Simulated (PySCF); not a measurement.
**Spinor energies of P⁻ (phosphorus, charge -1)**

Start: [Ne] 3s2 3p4; 3p1/2 filled at m_j = -1/2, +1/2; 3p3/2 filled at m_j = +1/2, +3/2. Calculated with PySCF 2.14 in x2c-SVPall-2c with one added diffuse shell each of s, p type (5s5p1d, 25 functions): generalised Hartree-Fock with the X2C-1e Hamiltonian and a Gaussian nucleus; one run each with spin-orbit coupling (SO) switched off, then screened by Boettger's factors.

```
spinor shell  electrons  ε, spin-free (eV)  ε, screened SO (eV)  weight of nominal j (screened SO)  rms radius, screened SO (bohr)
       1s1/2          2            -2173.4              -2173.3                              1.000                           0.120
       2s1/2          2            -197.70              -197.68                              1.000                           0.561
       2p1/2          2            -139.43              -140.22                              0.927                           0.538
       2p3/2          4            -139.43              -139.01                              0.963                           0.540
       3s1/2          2            -11.931              -11.924                              1.000                            2.18
       3p3/2          2             -2.214               -2.924                              0.830                            2.87
       3p1/2          2             -2.214               -1.498                              0.672                            3.20
```

| quantity | spin-free | screened SO |
| --- | --- | --- |
| E (hartree) | -341.38958 | -341.39025 |
| M_J | 2 | 2 |
| ⟨J²⟩ | 6.037 | 6.036 |
| ⟨L²⟩ | 2.006 | 2.008 |
| ⟨S²⟩ | 2.030 | 2.028 |

Each row is a mean over spinors that exchange with the open shell spreads, by up to 4.929 eV (3s1/2).

Rows whose weight is well below 1 are mixtures of j = l ± 1/2: exchange outweighs spin-orbit coupling there, and the label is only the starting occupation.

Without spin-orbit coupling the j labels of p, d and f shells carry no meaning; the spin-free column gives the mean over the occupied spinors of each nl shell.
